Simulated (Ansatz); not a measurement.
Consider the redistribution: `[OH][Zr]([F])([SH])[Cl]` + `N#[C][Sn]([F])([Cl])[Cl]` → `[OH][Zr]([F])([F])[SH]` + `N#[C][Sn]([Cl])([Cl])[Cl]`.

Isolated molecules relaxed with PBE0-D4/def2-TZVP in Ansatz; ΔE leaves out vibrations. CCSD(T)/CBS adds triple-zeta CCSD(T) − MP2 to the extrapolated MP2 energy (def2 sets, frozen cores). Functionals use def2-TZVPP. B3LYP here is the variant with VWN-RPA as its local correlation; programs differ in this. Elements past krypton have def2 core potentials. For Sn, Zr outer-core shells are correlated without core-valence functions, which leaves a few kJ/mol of doubt a bond. Each species was taken in one conformer, which may not be the lowest.

```csv
species,B3LYP energy (Eh)
`[OH][Zr]([F])([SH])[Cl]`,-1082.17051
`N#[C][Sn]([F])([Cl])[Cl]`,-1327.70742
`[OH][Zr]([F])([F])[SH]`,-721.83471
`N#[C][Sn]([Cl])([Cl])[Cl]`,-1688.06187
```

Q: Work out ΔE.

A: ΔE = (-721.83471) + (-1688.06187) − (-1082.17051) − (-1327.70742) = -0.01865 Eh = -49.0 kJ/mol. CCSD(T)/CBS gives -46.4 kJ/mol.

Largest T1 diagnostic among the species: 0.017.
